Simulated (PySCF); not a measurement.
PySCF input (M06-2X/6-31G* (5d)):

```python
from pyscf import gto, dft

mol = gto.M(
    atom='''
    C    -2.53663400   -0.33844100    0.80914100
    Si   -0.92736600    0.46299200    0.17797200
    C     0.40200800   -0.74154700   -0.24798900
    Si    2.15348100    0.16543600   -0.60434200
    H    -2.94886200   -1.02021900    0.06002600
    H    -2.34621200   -0.91999500    1.71539700
    H    -3.30039800    0.40943200    1.04279100
    H    -0.51755500    1.41935000    1.24837100
    H    -1.32416100    1.29540800   -0.99635600
    H     0.10684700   -1.25849500   -1.16918000
    H     0.48555600   -1.49864200    0.53877800
    H     2.51082700    0.39055000    0.87733600
    H     2.97611200   -1.13545400   -0.71489000
    ''',
    basis='6-31g*',
    charge=-1,
    spin=0,
    verbose=4,
)

mf = dft.RKS(mol, xc='m062x')
mf.grids.level = 4
mf.conv_tol = 1e-9
mf.max_cycle = 100
mf.max_memory = 1500
mf.kernel()
if not mf.converged:
    mf = mf.newton()
    mf.kernel(mf.make_rdm1())
mf.dip_moment()
```

Output:

```
PySCF version 2.14.0

[INPUT] verbose = 4
[INPUT] num. atoms = 13
[INPUT] num. electrons = 50
[INPUT] charge = -1
[INPUT] spin (= nelec alpha-beta = 2S) = 0
[INPUT] symmetry False subgroup None
[INPUT] Mole.unit = angstrom
[INPUT] Symbol           X                Y                Z      unit          X                Y                Z       unit  Magmom
[INPUT]  1 C     -2.536634000000  -0.338441000000   0.809141000000 AA   -4.793543538260  -0.639560799324   1.529054886157 Bohr   0.0
[INPUT]  2 Si    -0.927366000000   0.462992000000   0.177972000000 AA   -1.752467757233   0.874928077865   0.336318337841 Bohr   0.0
[INPUT]  3 C      0.402008000000  -0.741547000000  -0.247989000000 AA    0.759685019884  -1.401320738493  -0.468631291905 Bohr   0.0
[INPUT]  4 Si     2.153481000000   0.165436000000  -0.604342000000 AA    4.069489304454   0.312628731144  -1.142040865572 Bohr   0.0
[INPUT]  5 H     -2.948862000000  -1.020219000000   0.060026000000 AA   -5.572541559137  -1.927934497078   0.113432700353 Bohr   0.0
[INPUT]  6 H     -2.346212000000  -0.919995000000   1.715397000000 AA   -4.433698110168  -1.738538585969   3.241630524901 Bohr   0.0
[INPUT]  7 H     -3.300398000000   0.409432000000   1.042791000000 AA   -6.236848322062   0.773714346633   1.970589395161 Bohr   0.0
[INPUT]  8 H     -0.517555000000   1.419350000000   1.248371000000 AA   -0.978037204399   2.682182774901   2.359079291849 Bohr   0.0
[INPUT]  9 H     -1.324161000000   1.295408000000  -0.996356000000 AA   -2.502301634830   2.447966339571  -1.882839962567 Bohr   0.0
[INPUT] 10 H      0.106847000000  -1.258495000000  -1.169180000000 AA    0.201911567231  -2.378210879135  -2.209429990319 Bohr   0.0
[INPUT] 11 H      0.485556000000  -1.498642000000   0.538778000000 AA    0.917567858139  -2.832022938770   1.018142861941 Bohr   0.0
[INPUT] 12 H      2.510827000000   0.390550000000   0.877336000000 AA    4.744775376163   0.738032537949   1.657924759221 Bohr   0.0
[INPUT] 13 H      2.976112000000  -1.135454000000  -0.714890000000 AA    5.624036596032  -2.145697087042  -1.350946309190 Bohr   0.0

nuclear repulsion = 202.646576496332
number of shells = 46
number of NR pGTOs = 192
number of NR cGTOs = 82
basis = 6-31g*
ecp = {}

******** <class 'pyscf.dft.rks.RKS'> ********
method = RKS
initial guess = minao
damping factor = 0
level_shift factor = 0
DIIS = <class 'pyscf.scf.diis.CDIIS'>
diis_start_cycle = 1
diis_space = 8
diis_damp = 0
SCF conv_tol = 1e-09
SCF conv_tol_grad = None
SCF max_cycles = 100
direct_scf = True
direct_scf_tol = 1e-13
XC library pyscf.dft.libxc version 7.1.2
    S. Lehtola, C. Steigemann, M. J. T. Oliveira, and M. A. L. Marques,  SoftwareX 7, 1–5 (2018)
XC functionals = m062x
    Y. Zhao and D. G. Truhlar,  Theor. Chem. Acc. 120, 215 (2008)
    Y. Zhao and D. G. Truhlar,  Theor. Chem. Acc. 120, 215 (2008)
radial grids:
    Treutler-Ahlrichs [JCP 102, 346 (1995); DOI:10.1063/1.469408] (M4) radial grids

becke partition: Becke, JCP 88, 2547 (1988); DOI:10.1063/1.454033
pruning grids: <function nwchem_prune>
grids dens level: 4
symmetrized grids: False
atomic radii adjust function: <function treutler_atomic_radii_adjust>
small_rho_cutoff = 0
Set gradient conv threshold to 3.16228e-05
Initial guess from minao.
tot grids = 256424
init E= -660.348183966561
  HOMO = -0.202250341123263  LUMO = 0.00294427388234775  gap/eV = 5.58363
cycle= 1 E= -660.415968457412  delta_E= -0.0678  |g|= 0.385  |ddm|= 2.83
  HOMO = 0.0294018593303624  LUMO = 0.244715832452679  gap/eV = 5.85899
cycle= 2 E= -660.432895347419  delta_E= -0.0169  |g|= 0.336  |ddm|= 0.898
  HOMO = -0.0103673030967251  LUMO = 0.227528327602372  gap/eV = 6.47347
cycle= 3 E= -660.46490238641  delta_E= -0.032  |g|= 0.0463  |ddm|= 0.389
  HOMO = -0.0200120397548869  LUMO = 0.228778446364528  gap/eV = 6.76993
cycle= 4 E= -660.465502952182  delta_E= -0.000601  |g|= 0.0166  |ddm|= 0.0681
  HOMO = -0.0191306327326242  LUMO = 0.229638102577408  gap/eV = 6.76934
cycle= 5 E= -660.465591094465  delta_E= -8.81e-05  |g|= 0.00401  |ddm|= 0.024
  HOMO = -0.0183039181652087  LUMO = 0.229529729935232  gap/eV = 6.74390
cycle= 6 E= -660.465596181976  delta_E= -5.09e-06  |g|= 0.00104  |ddm|= 0.00646
  HOMO = -0.0184543883800621  LUMO = 0.229542253002327  gap/eV = 6.74833
cycle= 7 E= -660.465596633074  delta_E= -4.51e-07  |g|= 0.00018  |ddm|= 0.00215
  HOMO = -0.0184360890697257  LUMO = 0.229539919662766  gap/eV = 6.74777
cycle= 8 E= -660.465596652834  delta_E= -1.98e-08  |g|= 4.24e-05  |ddm|= 0.000614
  HOMO = -0.0184375325718871  LUMO = 0.22954423447687  gap/eV = 6.74793
cycle= 9 E= -660.465596654094  delta_E= -1.26e-09  |g|= 8.75e-06  |ddm|= 0.000169
  HOMO = -0.018437931928855  LUMO = 0.229543099009287  gap/eV = 6.74791
cycle= 10 E= -660.465596654158  delta_E= -6.37e-11  |g|= 2.82e-06  |ddm|= 4.14e-05
  HOMO = -0.0184379304867184  LUMO = 0.229543374399541  gap/eV = 6.74792
Extra cycle  E= -660.465596654159  delta_E= -1.48e-12  |g|= 1.49e-06  |ddm|= 1.07e-05
converged SCF energy = -660.465596654159

WARN: System has nonzero charge -1; the dipole moment is origin-dependent.
Location of origin: [0. 0. 0.]

Dipole moment(X, Y, Z, Debye): -7.83057, -1.77621,  2.31537
```

The dipole moment of an ion depends on the origin.

The geometry given is a B3LYP-D3(BJ)/def2-TZVP minimum.
